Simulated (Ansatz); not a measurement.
H2OSi, SMILES `O[SiH]` (lower singlet; H–O–Si–H torsion 180°) (charge 0, multiplicity 1). This singlet lies 1.72 eV below the relaxed triplet at the level composite: frozen-core CCSD(T) with HF/cc-pVQZ and the correlation energy extrapolated as X^-3 from cc-pVTZ and cc-pVQZ, plus CCSDT(Q) minus CCSD(T) in cc-pVDZ // PBE0-D3(BJ)/def2-TZVP (Ansatz, a quantum-chemistry and plane-wave program).

Level of theory: Ansatz with CAM-B3LYP/cc-pVTZ // PBE0-D3(BJ)/def2-TZVP.

Ansatz 0.2 input:
```yaml
crystal:
  periodic: [false, false, false]
  atoms:
    - { symbol: O, position_ang: [-0.685969, -0.362692, -0.051524] }
    - { symbol: Si, position_ang: [0.580613, 0.696139, 0.092896] }
    - { symbol: H, position_ang: [-1.551299, 0.052698, -0.005619] }
    - { symbol: H, position_ang: [1.656654, -0.386144, -0.035753] }
basis:
  gaussian: { orbitals: cc-pVTZ }
hamiltonian:
  xc: cam_b3lyp
```

Output:

```
Functional definition: CAM-B3LYP
571 factors; their error is unknown
132 factors; integrals over basis functions are off by at most 7.4e-5 eV
mean field evaluation 1: about -9953.1293 eV, gradient 5.2e1 eV
mean field evaluation 2: about -9945.5986 eV, gradient 8.3e1 eV
mean field evaluation 4: about -9957.4074 eV, gradient 8.7e-1 eV
mean field evaluation 8: about -9957.4268 eV, gradient 1.7e-1 eV
mean field -9957.42683970 eV, -365.9286869726 hartree, gradient 2.5e-5 eV, S^2 0.000000; 0 other end points of the search recorded, 0 dependent functions left out
reference -9957.42692741 eV, -365.9286901959 hartree; 12, 12 occupied and 80, 80 virtual orbitals, 571 factors
Total energy: -9957.42692741 eV, -365.9286901959 hartree
```
